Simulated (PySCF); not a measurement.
Calculation: PySCF with PBE-D3(BJ)/def2-TZVP // B3LYP-D3(BJ)/def2-TZVP. All species are isolated molecules in the gas phase. One relaxed conformer stands for a flexible species; it need not be the lowest. 

Reference species (SMILES): `CC(=O)S` (O–C–S–H torsion 180°) (neutral, multiplicity 1).

| Item | Result |
|---|---|
| HOMO | -6.31 eV |
| HOMO–LUMO gap | 4.53 eV |

Changed species: `C[S@](=O)S` (O–S–S–H torsion 85°) (X = methylsulfinyl; the reference has X = acetyl).

Q: What does the change do to the HOMO and HOMO–LUMO gap?

A: the HOMO goes up by 0.33 eV, to -5.98 eV; the HOMO–LUMO gap decreases by 0.79 eV, to 3.74 eV.
